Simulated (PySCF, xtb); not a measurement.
Si(Cl)3(SiH3) (Cl₃H₃Si₂), SMILES [Si](Cl)([SiH3])(Cl)Cl.

Harmonic wavenumbers (cm⁻¹) from xtb with GFN2-xTB at its own minimum, in rising order: 34, 86, 86, 146, 146, 172, 332, 456, 456, 486, 487, 521, 768, 775, 776, 2265, 2268, 2269.

**Question.** What does B3LYP-D3(BJ)/def2-SVP (PySCF 2.14.0) give at its own minimum? (The exact figures need the calculation; the answer reports its results.)

**Answer.** 98, 98, 122, 175, 175, 198, 362, 514, 514, 562, 601, 601, 875, 937, 937, 2226, 2242, 2242. Paired by order, the mean absolute difference is 63 cm⁻¹ and the zero-point energies are 17.9 and 19.3 kcal/mol.
